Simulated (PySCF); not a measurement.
# Working out the ionisation energy of Kr

Kr [Kr] (1S) → Kr⁺ [Ar] 3d10 4s2 4p5 (2P). All numbers are calculated (PySCF 2.14, the spin-free X2C one-electron Hamiltonian (Gaussian nucleus), in x2c-TZVPPall (6s5p4d1f, 48 functions)). Frozen: [Ar] 3d10. Energies in hartree (1 hartree = 27.21139 eV):

```tsv
part	Kr (lower)	Kr⁺ (upper)
UHF	-2788.179266	-2787.699412
CCSD correlation	-0.187714	-0.157432
(T)	-0.005512	-0.004045
```

Problem. What does Hartree-Fock give?

Solution. (-2787.699412) − (-2788.179266) = 0.479854 hartree = 13.057 eV.

Problem. What do CCSD and CCSD(T) give?

Solution. The CCSD correlation energies differ by 0.030282 hartree = 0.824 eV and the triples by 0.001467 hartree = 0.040 eV, so CCSD gives 13.881 eV and CCSD(T) 13.921 eV.

Measured between the centres of the two terms (NIST): 14.222 eV, so CCSD(T) (valence) is off by -0.301 eV.

What remains against the reference includes basis incompleteness, the frozen core and higher excitations.
